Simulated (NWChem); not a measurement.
Species: SiH4O; SMILES O[SiH3]

Program: NWChem. The geometry was optimised at PBE0/def2-SVP.

Diagonal of the polarisability tensor at PBE/def2-SVPD, static: 34.67, 35.99, 34.37 bohr³.

Q: Find the mean polarisability volume, the molar refraction, and the refractive index that an ideal gas of it would have at 273.15 K and 1 atm.

A: 
1. Mean: one third of the trace = 35.01 bohr³ × 0.14818 Å³/bohr³ = 5.19 Å³.
2. Molar refraction (Lorentz-Lorenz): (4π/3) N_A α = 13.1 cm³/mol.
3. Number density p/kT = 2.687 × 10⁻⁵ Å⁻³; n − 1 = 2π N α = 8.76 × 10⁻⁴.
4. These hold the electronic response alone: vibrational and orientational terms add to the static dielectric constant.
